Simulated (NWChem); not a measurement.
Species: C₂H₈InN; SMILES [CH3][In]([CH3])[NH2]

```xyz
12

In    -0.0367     0.0060     0.0000
C     -0.9182    -0.0127     1.9918
H     -1.5573    -0.9085     2.1175
H     -1.5477     0.8869     2.1377
H     -0.1213    -0.0254     2.7598
C     -0.9182    -0.0127    -1.9918
H     -1.5573    -0.9085    -2.1175
H     -0.1213    -0.0254    -2.7598
H     -1.5477     0.8869    -2.1377
N      2.0124    -0.0225     0.0000
H      2.5902     0.0551    -0.8401
H      2.5902     0.0551     0.8401
```
Atoms are numbered in this order, from 1.

Results from NWChem. Coordinates come from a PBE-D3(BJ)/def2-SVP optimisation. No frequency run checked for a minimum. def2 effective core potentials on In; no spin-orbit coupling. Total energies compare along this basis series because the functional is fixed.

| level | basis functions | energy (Ha) | highest occupied level (eV) | orbital gap (eV) | dipole (D) |
|---|---|---|---|---|---|
| PBE/def2-SVP | 108 | -325.6097 | -4.95 | 4.01 | 0.24 |
| PBE/def2-SVPD | 156 | -325.6287 | ? | 4.09 | ? |
| PBE/def2-TZVP | 191 | -325.7817 | -5.18 | 4.07 | 0.32 |

Task: Some entries are withheld; supply them.

Result: 
- PBE/def2-SVPD, highest occupied level (eV): -5.28
- PBE/def2-SVPD, dipole (D): 0.43
